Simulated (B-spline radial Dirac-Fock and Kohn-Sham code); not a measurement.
**Two-hole binding energies of Ce⁵⁺**

System: cerium as Ce⁵⁺, [Kr] 4d10 5s2 5p5.

These are calculated numbers from a radial finite-basis atomic code; the model is ΔSCF Dirac-Fock with Breit, self-energy and vacuum polarisation, finite nucleus, configuration average. U is the two-hole binding energy less the two single-hole energies, the effective repulsion of the holes after relaxation. Each two-hole energy is an average over J within one jj subconfiguration.

| holes | E(a) (eV) | E(b) (eV) | E(ab) (eV) | U (eV) |
| --- | --- | --- | --- | --- |
| 1s⁻² | 40514.9 | 40514.9 | 82014.9 | 985.0 |
| 1s⁻¹ 3d3/2⁻¹ | 40514.9 | 978.5 | 41573.5 | 80.0 |
| 1s⁻¹ 3d5/2⁻¹ | 40514.9 | 960.2 | 41553.4 | 78.3 |
| 2s⁻¹ 2p1/2⁻¹ | 6630.0 | 6239.8 | 13027.1 | 157.4 |
| 2p1/2⁻¹ 2p3/2⁻¹ | 6239.8 | 5798.8 | 12223.2 | 184.7 |
| 2p3/2⁻² | 5798.8 | 5798.8 | 11780.1 | 182.6 |
| 2s⁻¹ 3p3/2⁻¹ | 6630.0 | 1263.7 | 7966.5 | 72.8 |
| 2s⁻¹ 3d3/2⁻¹ | 6630.0 | 978.5 | 7688.2 | 79.7 |
| 2p3/2⁻¹ 3s⁻¹ | 5798.8 | 1516.9 | 7388.6 | 72.9 |
| 3p1/2⁻² | 1352.0 | 1352.0 | 2766.3 | 62.2 |
| 3p1/2⁻¹ 3p3/2⁻¹ | 1352.0 | 1263.7 | 2672.0 | 56.3 |
| 3d5/2⁻² | 960.2 | 960.2 | ? | ? |
| 4d3/2⁻² | 184.2 | 184.2 | 393.7 | 25.4 |
| 4d3/2⁻¹ 4d5/2⁻¹ | 184.2 | 180.8 | 390.6 | 25.7 |

Question: Give the missing two-hole energy and U.

Answer: E(ab) = 1983.4 eV and U = 63.1 eV.

Run: 65 s of CPU time on 1 thread of Neoverse-N1 (shared host), peak memory 0.47 GiB.
